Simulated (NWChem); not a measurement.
Basis-set convergence for H₃FGe

```xyz
5

Ge     0.0619    -0.3241     0.0000
F     -0.2687     1.4064     0.0000
H      0.8743    -0.6233     1.2849
H      0.8743    -0.6233    -1.2849
H     -1.3116    -1.0409     0.0000
```
Charge 0, spin multiplicity 1.

Program: NWChem. All single points use one geometry, from PBE/def2-SVP, a minimum by its harmonic frequencies.

Quantity: LUMO energy at the level B3LYP.

The Hamiltonian is non-relativistic. B3LYP has NWChem's definition, with VWN1-RPA local correlation. The structure started from a generated list of species.

Task: In cc-pVQZ the value is -0.78 eV. Among STO-3G, 3-21G, def2-SVPD, aug-cc-pVDZ, aug-pcseg-1, cc-pVTZ, def2-TZVPD, def2-TZVPP, aug-cc-pVTZ, which is the smallest basis within 0.2 eV of it?

Result: def2-SVPD, with 85 functions against 213 and about 4 % of the time (also within reach: aug-cc-pVDZ, aug-pcseg-1, cc-pVTZ, def2-TZVPD, aug-cc-pVTZ). cc-pVQZ isn't the basis-set limit itself, and a small set can land close by cancellation.

```csv
basis,functions,LUMO energy (eV)
STO-3G,26,6.05
3-21G,37,0.21
def2-SVPD,85,-0.68
aug-cc-pVDZ,86,-0.92
aug-pcseg-1,86,-0.92
cc-pVTZ,115,-0.60
def2-TZVPD,121,-0.76
def2-TZVPP,121,-0.50
aug-cc-pVTZ,174,-0.91
cc-pVQZ,213,-0.78
```
